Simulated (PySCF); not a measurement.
BF2H3Si. Atoms are numbered in the order given.

```xyz
7

B     -0.4469     0.1871    -0.3321
F     -1.5944    -0.4663    -0.4596
F     -0.3434     1.3189    -1.0189
Si     1.0875    -0.4793     0.8305
H      1.4695     0.5801     1.8061
H      2.2690    -0.7638    -0.0325
H      0.7110    -1.7154     1.5669
```

Geometry: TPSSh-D3(BJ)/def2-SVP.

The numbers are results of PySCF with TDDFT-ωB97X/def2-SVPD, not measurements.

Vertical excitations. The molecule is in vacuum.

```csv
state,energy (eV),λ (nm),f,main pairs
S1,6.79,183,0.039,HOMO→LUMO 95 %
S2,8.22,151,0.011,HOMO−1→LUMO 93 %
S3,8.54,145,0.034,HOMO−2→LUMO 75 %
S4,8.75,142,0.082,"HOMO→LUMO+2 43 %, HOMO→LUMO+1 32 %, HOMO−2→LUMO 13 %"
S5,9.00,138,0.051,"HOMO→LUMO+1 61 %, HOMO→LUMO+2 22 %"
S6,9.47,131,0.004,"HOMO−3→LUMO 66 %, HOMO−2→LUMO+2 14 %, HOMO−2→LUMO+3 10 %"
S7,9.54,130,0.008,"HOMO−2→LUMO+3 33 %, HOMO−3→LUMO 24 %, HOMO−2→LUMO+2 23 %, HOMO−2→LUMO+4 6 %"
S8,9.64,129,0.062,"HOMO−1→LUMO+1 35 %, HOMO−1→LUMO+4 18 %, HOMO−1→LUMO+2 17 %, HOMO→LUMO+3 6 %"
S9,9.69,128,0.061,HOMO→LUMO+5 72 %
S10,9.79,127,0.267,"HOMO−2→LUMO+1 69 %, HOMO→LUMO+5 11 %"
T1,5.53,224,0,HOMO→LUMO 95 %
T2,7.71,161,0,HOMO−2→LUMO 91 %
T3,7.89,157,0,HOMO−1→LUMO 92 %
T4,8.07,154,0,HOMO→LUMO+2 72 %
```
Triplets are in the Tamm–Dancoff approximation, which puts them higher than full response would, so one can lie above its singlet here.
